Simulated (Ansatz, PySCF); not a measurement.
Cl2MoO2, multiplicity 1. Atoms are numbered in the order given.

```xyz
5

Mo     0.0000     0.0000     0.2920
O      0.0000     1.3518     1.3011
O      0.0000    -1.3518     1.3011
Cl    -1.8837     0.0000    -0.9730
Cl     1.8837     0.0000    -0.9730
```
Charge 0, spin multiplicity 1.

Geometry: PBE-D3(BJ)/def2-SVP. The spin state was assumed, not searched. The isomer is the one that the SMILES or the coordinates give; other isomers of the formula were not compared. The def2 effective core potentials stand for the cores of Mo; spin–orbit coupling is left out.

Vertical ionisation energy (IE) and electron affinity (EA) in eV. Rows of orbital energies are one-electron estimates. Where ΔSCF, EOM or ADC give a negative EA the extra electron is unbound and the value depends on the basis.

```
level                                                                   IE    EA
-------------------------------------------------------------------  -----  ----
−ε(HOMO), −ε(LUMO), CAM-B3LYP/def2-TZVP (PySCF)                      11.36  3.02
−ε(HOMO), −ε(LUMO), PBE/def2-TZVP (PySCF)                             8.33  4.61
ΔSCF, PBE0/def2-SVPD (Ansatz), final states of multiplicity 2 and 2    ___   ___
ΔSCF, PBE/def2-SVPD (Ansatz), final states of multiplicity 2 and 2   11.48  1.82
```

Fill in the missing entries. (Estimate from the structure and the level; the computed values follow.)


- ΔSCF, PBE0/def2-SVPD (Ansatz, an electronic-structure program), final states of multiplicity 2 and 2, IE: 11.90
- ΔSCF, PBE0/def2-SVPD (Ansatz), final states of multiplicity 2 and 2, EA: 2.33

What vertical singlet–triplet gap does ΔSCF give with PBE0/def2-SVPD (Ansatz) and with PBE/def2-SVPD (Ansatz)? (Estimate from the structure and the level; the computed values follow.)

3.45 and 3.70 eV (triplet above singlet where positive).
